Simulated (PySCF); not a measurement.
Species: C7H11O (charge +1).
Numbering: `[O+:1]#[C:2][CH2:3][CH:4]1[CH2:5][CH2:6][CH2:7][CH2:8]1` (hydrogens: H9, H10 on C3; H11 on C4; H12, H13 on C5; H14, H15 on C6; H16, H17 on C7; H18, H19 on C8)

Structure used (PBE0-D3(BJ)/def2-SVP), in Å, numbered top down from 1:
```xyz
19
C7H11O angstrom
O      1.470    2.403    1.115
C      1.614    1.319    0.873
C      1.859   -0.033    0.512
C      0.610   -0.833    0.011
C     -0.252   -0.017   -0.961
C     -1.306    0.700   -0.080
C     -1.144    0.121    1.341
C     -0.346   -1.166    1.151
H      2.340   -0.502    1.393
H      2.627    0.049   -0.285
H      1.057   -1.725   -0.453
H     -0.739   -0.718   -1.654
H      0.336    0.664   -1.598
H     -1.202    1.795   -0.098
H     -2.314    0.498   -0.468
H     -2.105   -0.051    1.845
H     -0.604    0.819    2.010
H     -1.006   -1.975    0.797
H      0.148   -1.537    2.062
```

The calculation used TDDFT PBE0/def2-SVPD, vertical, gas phase, core orbitals frozen in the response in PySCF 2.14.0, density-fitted response routines.

Transition dipole moments from the ground state, in atomic units and in the frame of the coordinates above (overall signs are arbitrary), for the states with f of 0.002 or more among the lowest 2:

| state | E (eV) | μx | μy | μz |
| --- | --- | --- | --- | --- |
| S1 | 4.488 | -0.091 | -0.056 | 0.099 |
| S2 | 4.663 | -0.164 | -0.061 | 0.060 |

(1) Work out the oscillator strengths.

(2) What peak molar absorption coefficient would the strongest computed level give as a lone Gaussian band 0.3 eV wide at half height?

Results:

(1) f = (2/3) ΔE |μ|² with ΔE in hartree (27.2114 eV).

```json
{"state": "S1", "|μ|² (au)": "0.021", "|μ| (D)": "0.37", "f": "0.002"}
{"state": "S2", "|μ|² (au)": "0.034", "|μ| (D)": "0.47", "f": "0.004"}
```

(2) ε(max) = 2.175×10⁸ f / FWHM, with the width in cm⁻¹. S2: 2.175×10⁸ × 0.0039 / 2420 ≈ 350 L mol⁻¹ cm⁻¹.

One conformer stands for the species.
